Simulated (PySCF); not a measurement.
## Dipole polarisabilities along group 15, charge +2

Calculated with PySCF 2.14 for the ground configurations, without spin-orbit coupling: coupled response for Hartree-Fock and DFT. Mean α in bohr³, C₆ of like pairs in atomic units.

| species | α UHF | α PBE | α PBE0 | C₆ UHF | C₆ PBE | C₆ PBE0 |
| --- | --- | --- | --- | --- | --- | --- |
| N²⁺ [He] 2s2 2p1 (dyall-av3z, spin-free X2C) | 2.706 | 2.581 | 2.594 | 3.830 | 3.661 | 3.678 |
| P²⁺ [Ne] 3s2 3p1 (dyall-av3z, spin-free X2C) | 9.480 | 9.111 | 9.180 | 34.66 | 32.67 | 33.05 |
| As²⁺ [Ar] 3d10 4s2 4p1 (dyall-av3z, spin-free X2C) | 10.84 | 10.10 | 10.25 | 47.34 | 43.06 | 43.91 |
